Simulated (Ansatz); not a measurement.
CdCl4⁻, that is [CdCl4]2- with one electron fewer. Total charge -1; doublet. Geometry PBE0-D4/def2-SVPD; atoms count from 1.

```
atom    x (Å)    y (Å)    z (Å)
 Cd1   0.4957   0.0194   0.0378
 Cl2   1.6242   1.3681  -1.5995
 Cl3  -1.6893  -1.1076  -0.9639
 Cl4  -1.8966   0.9669   0.6909
 Cl5   1.4660  -1.2467   1.8347
```

In the def2 sets Cd takes a core potential; there is no spin–orbit coupling. In the charge -1 doublet, Cl3 and Cl4 lie 2.66 Å apart (atoms count from 1), so these atoms are partly bonded to each other.

Estimate the Mulliken populations from the PBE0/def2-TZVPD orbitals of Ansatz.


| atom | charge (e) | spin (α − β) | d electrons |
| --- | --- | --- | --- |
| Cd1 | 0.95 | -0.01 | 10.05 |
| Cl2 | -0.60 | 0.00 | – |
| Cl3 | -0.37 | 0.50 | – |
| Cl4 | -0.37 | 0.50 | – |
| Cl5 | -0.60 | 0.00 | – |
Mulliken values and Mayer orders depend strongly on the basis. With diffuse functions, as here, like atoms can get unlike values, and bond orders can come out too low or too high.

Where does the spin sit?

Summed by element: Cd -0.01, Cl 1.01, of 1 unpaired in all. Largest on single atoms: Cl4 0.50, Cl3 0.50, Cd1 -0.01.

And the Mayer bond orders between bonded heavy atoms (over 0.3)?

Cd1–Cl2 0.65 (2.40 Å); Cd1–Cl5 0.65 (2.40 Å). Values over 0.3 also appear between atoms too far apart for a bond (Cl3–Cl4 0.46 at 2.66 Å); they arise where an orbital or an unpaired electron spreads over both atoms.
